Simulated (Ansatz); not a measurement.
Reaction (redistribution): `O[SiH](F)[SeH]` + `C[O][SnH]([Cl])[Cl]` → `[Cl][SnH]([Cl])[SeH]` + `CO[SiH](O)F`

Calculated with Ansatz (gas phase, PBE0-D4/def2-TZVP geometries, no zero-point term in ΔE). CCSD(T)/CBS adds triple-zeta CCSD(T) − MP2 to the extrapolated MP2 energy (def2 sets, frozen cores). Functionals use def2-TZVPP. B3LYP here is the variant with VWN-RPA as its local correlation; programs differ in this. Elements past krypton have def2 core potentials. For Se, Sn outer-core shells are correlated without core-valence functions, which leaves a few kJ/mol of doubt a bond. Scalar relativity is left out up to krypton. Each species was taken in one conformer, which may not be the lowest.

Problem. Is it downhill or uphill in electronic energy at CCSD(T)/CBS, and by how much? (Estimate.)

Solution. The calculation gave: Downhill: ΔE = -1.09 eV.

Problem. What do these levels give: BLYP-D4, r2SCANh-D4, BLYP, B3LYP, r2SCAN0, MP2/CBS(def2)? (Best estimate.)

Solution. Computed: BLYP-D4 -1.04, r2SCANh-D4 -1.11, BLYP -1.07, B3LYP -1.14, r2SCAN0 -1.16, MP2/CBS(def2) -1.10 eV.

Largest T1 diagnostic among the species: 0.013.

From r2SCAN to r2SCAN0 (25 % exact exchange), in def2-TZVPP and without D4, ΔE moves by −0.08 eV. Leaving LDA and LC-ωPBE aside and taking each functional with its dispersion term where it has one, the values, not all of them listed here, spread over 0.27 eV, from BHLYP-D4 to revPBE-D4. LDA lies −0.06 eV from PBE without D4.
